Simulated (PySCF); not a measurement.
Hf(Me)2(H)2 (C₂H₈Hf), SMILES [CH3][HfH2][CH3], multiplicity 1.

Geometry: r2SCAN-D4/def2-SVP. The spin state was assumed, not searched. The structure was generated by enumeration; whether it is a known compound was not checked. The def2 effective core potentials stand for the cores of Hf; spin–orbit coupling is left out.

These are PySCF with TDA-CAM-B3LYP/def2-SVPD values and carry that method's errors.

Vertical excitations.  State labels are in the subgroup C2v.

```csv
state,symmetry,energy (eV),λ (nm),f,main pairs
S1,B2,4.78,259,0.000,HOMO−2→LUMO 86 %
S2,B1,4.96,250,0.002,"HOMO→LUMO 63 %, HOMO→LUMO+4 22 %, HOMO−2→LUMO+1 14 %"
S3,A2,5.02,247,0.000,HOMO−1→LUMO+1 92 %
S4,A1,5.14,241,0.006,"HOMO−1→LUMO 80 %, HOMO−1→LUMO+4 14 %"
S5,B2,5.17,240,0.000,HOMO→LUMO+1 86 %
S6,B1,5.31,233,0.015,HOMO−2→LUMO+1 81 %
S7,B1,5.68,218,0.002,"HOMO→LUMO+4 52 %, HOMO−1→LUMO+2 24 %, HOMO→LUMO 18 %"
S8,A2,5.73,217,0.000,"HOMO→LUMO+3 76 %, HOMO−2→LUMO+2 13 %"
S9,B2,5.79,214,0.008,"HOMO−1→LUMO+3 73 %, HOMO−2→LUMO+4 19 %"
S10,A1,5.89,210,0.010,"HOMO→LUMO+2 45 %, HOMO−1→LUMO+4 38 %, HOMO−1→LUMO 9 %"
T1,B2,4.36,284,0,HOMO−2→LUMO 91 %
T2,A1,4.60,269,0,HOMO−1→LUMO 77 %
T3,B1,4.68,265,0,"HOMO−2→LUMO+1 66 %, HOMO→LUMO 16 %"
T4,A2,4.70,264,0,HOMO−1→LUMO+1 83 %
```
Triplets are in the Tamm–Dancoff approximation.
